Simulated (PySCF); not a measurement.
An element was calculated at r2SCAN (PySCF 2.14, ECP, a double-zeta basis, no spin-orbit coupling), in the ground configurations that NIST lists.

| Property | Result |
| --- | --- |
| electron affinity | 2.051 eV |
| first ionisation energy | 8.728 eV |
| second ionisation energy | 18.998 eV |
| third ionisation energy | 27.670 eV |

Problem. Which element is it?

Solution. Tellurium (Te, Z = 52), in aug-cc-pwCVDZ-PP with ECP28MDF. NIST lists 9.010, 18.6 ± 0.4, 27.84 ± 0.04 eV for these ionisation energies.
